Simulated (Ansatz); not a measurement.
A nudged elastic band was laid between two geometries of H$_{4}$NPTe (7 atoms, charge 0, multiplicity 1).

Method: RKS B3LYP/def2-SVP (Ansatz).

```yaml
movable_images: 7
climbing_image: yes
spring: 5.0 eV/Å²
optimiser: quadratic models (default)
start_path: through a guess of the saddle point
force_threshold: 0.05 eV/Å
iteration_limit: 60
end_points: relaxed
```

Image 0:

```xyz
7
Properties=species:S:1:pos:R:3
N -1.070 0.682 -0.481
P -0.538 -0.008 0.989
Te 1.138 -1.918 0.503
H -1.867 0.212 -0.904
H -0.400 0.964 -1.193
H 0.498 0.938 1.244
H 2.300 -0.938 -0.203
```

Image 8:

```xyz
7
Properties=species:S:1:pos:R:3
N -1.125 0.657 -0.462
P -0.339 -0.077 0.867
Te 2.052 -0.776 0.181
H -1.625 0.007 -1.066
H -0.650 1.366 -1.018
H 0.170 1.126 1.441
H 1.579 -2.371 0.012
```

Q: Which bonds break or form, and what moves?

A: No bond is made or broken. The dihedral N1–P2–Te3–H7 goes from 64 to -102°.

Q: Give the energies along the band, and the barrier.

A: The forces met the threshold. The highest image is number 4 of 0 to 8, 12.4 kJ/mol above the first end and 16.4 kJ/mol above the last; the last end lies 4.0 kJ/mol below the first. A vibrational analysis at the climbing image gives one clearly imaginary mode, 149i cm⁻¹: a first-order saddle point.

```tsv
image	path coordinate (Å)	energy (kJ/mol)	dihedral N1–P2–Te3–H7 (°)
0	0.00	0.0	64
1	0.47	1.9	83
2	0.94	6.5	106
3	1.41	10.8	130
4	1.88	12.4	154
5	2.41	10.4	-180
6	2.93	5.1	-154
7	3.46	-1.1	-127
8	3.99	-4.0	-102
```

Q: What is the geometry of the highest image?

A: 
```xyz
7
Properties=species:S:1:pos:R:3
N -1.235 0.685 -0.426
P -0.335 -0.030 0.833
Te 1.395 -1.588 -0.389
H -2.072 0.182 -0.707
H -0.780 1.134 -1.217
H 0.614 1.027 0.974
H 2.474 -1.479 0.885
```

Q: What are the harmonic wavenumbers there?

A: 149i, 149, 285, 379, 490, 535, 723, 838, 872, 1066, 1567, 2094, 2374, 3537, 3644 cm⁻¹.

Run time: 8.4 min on 1 thread of Arm Neoverse V1 (shared host), peak memory 0.18 GiB.
